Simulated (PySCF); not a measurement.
# Correlation energy of P⁺ (phosphorus, charge +1)

[Ne] 3s2 3p1 4s1, 4s spin antiparallel (an excited configuration). All numbers are calculated (PySCF 2.14, scalar relativity by spin-free X2C-1e, in aug-cc-pCVTZ-DK). Frozen: 1s2; 12 electrons correlated.

MP2 pair energies summed by pair of shells (mhartree):

```json
{"pair": "2p-2p", "energy": "-188.45", "share (%)": "54.1"}
{"pair": "2s-2p", "energy": "-56.70", "share (%)": "16.3"}
{"pair": "3s-3s", "energy": "-25.26", "share (%)": "7.2"}
{"pair": "2p-3s", "energy": "-23.26", "share (%)": "6.7"}
{"pair": "3s-3p", "energy": "-20.79", "share (%)": "6.0"}
{"pair": "2s-2s", "energy": "-9.44", "share (%)": "2.7"}
{"pair": "2p-3p", "energy": "-7.52", "share (%)": "2.2"}
{"pair": "3s-4s", "energy": "-7.48", "share (%)": "2.1"}
{"pair": "3p-4s", "energy": "-4.13", "share (%)": "1.2"}
{"pair": "2s-3s", "energy": "-2.73", "share (%)": "0.8"}
{"pair": "2p-4s", "energy": "-1.51", "share (%)": "0.4"}
{"pair": "2s-3p", "energy": "-1.14", "share (%)": "0.3"}
{"pair": "2s-4s", "energy": "-0.16", "share (%)": "0.0"}
```

Total MP2 correlation energy: -348.57 mhartree.

Same-spin part -87.17 and opposite-spin part -261.40 mhartree; SCS-MP2 scales them by 1/3 and 6/5 to -342.74 mhartree.
